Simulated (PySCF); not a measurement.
Several molecules and their computed UV-vis stick spectra, shuffled. Computed, not measured: TDDFT CAM-B3LYP/def2-SVPD, vertical, gas phase, core orbitals frozen in the response, def2 core potentials past Kr in PySCF 2.14.0, density-fitted response routines. Geometries: PBE0-D3(BJ)/def2-SVP; one conformer of each isolated species. Triplets are in the Tamm–Dancoff approximation. Atoms past krypton carry core potentials; spin–orbit coupling is left out. Ions are computed without counter-ions or solvent.

A. `[F][Nb]([F])([F])([F])[F]`
B. `[BH3-][N+](CC)(CC)CC`
C. `[H][Bi]([H])[O]C`
D. `COC[Si@@H]1N[SiH2]CC1`
E. `CNC1=CC=C([NH3+])C=C1`

Lowest singlet levels (six at most, fewer where fewer were computed) with oscillator strengths:

1. 267 nm (f 0.001); 243 nm (f 0.086); 204 nm (f 0.031); 201 nm (f 0.013); 197 nm (f 0.096); 195 nm (f 0.092); T1 4.04 eV
2. 174 nm (f 0.000); 172 nm (f 0.001); 172 nm (f 0.001); 171 nm (f 0.016 summed over 2 states); 170 nm (f 0.000); 167 nm (f 0.000 summed over 2 states); T1 6.65 eV
3. 278 nm (f 0.036); 255 nm (f 0.001); 241 nm (f 0.329); 199 nm (f 0.001); 195 nm (f 0.001); 190 nm (f 0.002)
4. 162 nm (f 0.040); 160 nm (f 0.053); 152 nm (f 0.030); 150 nm (f 0.002); 149 nm (f 0.013); 148 nm (f 0.002); T1 7.47 eV
5. 194 nm (f 0.009); 177 nm (f 0.015); 173 nm (f 0.029); 168 nm (f 0.024); 164 nm (f 0.035); 162 nm (f 0.021); T1 6.07 eV

Question: Match each spectrum to its molecule.

Answer: 1 = C, 2 = A, 3 = E, 4 = B, 5 = D.
- A: S1 at 7.13 eV, HOMO→LUMO/LUMO+1 (60%), HOMO-1→LUMO/LUMO+1 (38%); for S1 the Löwdin share of niobium is at most 2% in HOMO and 71% in LUMO (ligand-to-metal charge transfer by this measure); HOMO -13.99 and LUMO -2.48 eV; point group D3h, 4 of its 8 listed states under f = 0.0005.
- B: S1 at 7.64 eV, HOMO→LUMO (62%), HOMO→LUMO+3 (25%); Löwdin shares by element: HOMO hydrogen 45% or more, boron 39% (atoms not listed hold the other 16%); LUMO hydrogen 21% or more, carbon 17% or more (atoms not listed hold the other 62%); HOMO -8.91 and LUMO 1.04 eV.
- C: S1 at 4.64 eV, HOMO→LUMO (64%), HOMO-1→LUMO (32%); Löwdin shares by element: HOMO oxygen 50%, bismuth 21%, hydrogen 10% or more, carbon 10%; LUMO bismuth 60%, oxygen 18%, hydrogen 15% or more; HOMO -8.65 and LUMO -0.42 eV.
- D: S1 at 6.39 eV, HOMO→LUMO (67%), HOMO→LUMO+2 (22%); Löwdin shares by element: HOMO nitrogen 48%, silicon 21%, hydrogen 7% or more (atoms not listed hold the other 24%); LUMO silicon 33%, hydrogen 12% or more, carbon 8% or more (atoms not listed hold the other 47%); HOMO -8.44 and LUMO 1.16 eV.
- E: S1 at 4.46 eV, HOMO→LUMO+1 (93%); Löwdin shares by element: HOMO carbon 36% or more, nitrogen 31% or more (atoms not listed hold the other 33%); LUMO hydrogen 54% or more, nitrogen 22% or more (atoms not listed hold the other 23%); HOMO -10.72 and LUMO -3.65 eV.

A slash joins orbitals within 0.01 eV of each other, whose weights are summed (≥ marks a lower bound).
